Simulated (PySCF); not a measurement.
Zn(iPr)(OH) (C₃H₈OZn), SMILES [OH][Zn][CH](C)C.

Geometry optimised at B3LYP-D3(BJ)/def2-SVP. The structure was generated by enumeration; whether it is a known compound was not checked. The values are those of a single conformer.

Level of theory: PySCF 2.14.0 with TDA-PBE0/def2-SVPD.

Vertical excitations. Gas-phase values at a fixed geometry.

```json
[
 {"state": "S1", "energy (eV)": "5.90", "λ (nm)": "210", "f": "0.204", "main pairs": "HOMO→LUMO 88 %"},
 {"state": "S2", "energy (eV)": "5.98", "λ (nm)": "207", "f": "0.025", "main pairs": "HOMO−1→LUMO 96 %"},
 {"state": "S3", "energy (eV)": "6.14", "λ (nm)": "202", "f": "0.036", "main pairs": "HOMO→LUMO+1 92 %"},
 {"state": "S4", "energy (eV)": "6.31", "λ (nm)": "197", "f": "0.060", "main pairs": "HOMO→LUMO+2 95 %"},
 {"state": "S5", "energy (eV)": "6.68", "λ (nm)": "186", "f": "0.007", "main pairs": "HOMO−1→LUMO+1 97 %"},
 {"state": "S6", "energy (eV)": "6.87", "λ (nm)": "180", "f": "0.027", "main pairs": "HOMO−2→LUMO 57 %, HOMO−1→LUMO+2 35 %"},
 {"state": "S7", "energy (eV)": "7.23", "λ (nm)": "172", "f": "0.129", "main pairs": "HOMO→LUMO+3 89 %"},
 {"state": "S8", "energy (eV)": "7.39", "λ (nm)": "168", "f": "0.029", "main pairs": "HOMO−1→LUMO+2 35 %, HOMO−2→LUMO+1 31 %, HOMO−2→LUMO 24 %"},
 {"state": "S9", "energy (eV)": "7.76", "λ (nm)": "160", "f": "0.033", "main pairs": "HOMO−2→LUMO+2 43 %, HOMO−2→LUMO+1 30 %, HOMO→LUMO+4 7 %"},
 {"state": "S10", "energy (eV)": "7.79", "λ (nm)": "159", "f": "0.043", "main pairs": "HOMO−2→LUMO+2 49 %, HOMO−2→LUMO+1 18 %, HOMO−3→LUMO 13 %"},
 {"state": "T1", "energy (eV)": "4.99", "λ (nm)": "249", "f": "0", "main pairs": "HOMO→LUMO 93 %"},
 {"state": "T2", "energy (eV)": "5.59", "λ (nm)": "222", "f": "0", "main pairs": "HOMO−1→LUMO 94 %"},
 {"state": "T3", "energy (eV)": "5.65", "λ (nm)": "219", "f": "0", "main pairs": "HOMO→LUMO+1 96 %"},
 {"state": "T4", "energy (eV)": "5.87", "λ (nm)": "211", "f": "0", "main pairs": "HOMO→LUMO+2 97 %"}
]
```
Triplets are in the Tamm–Dancoff approximation.
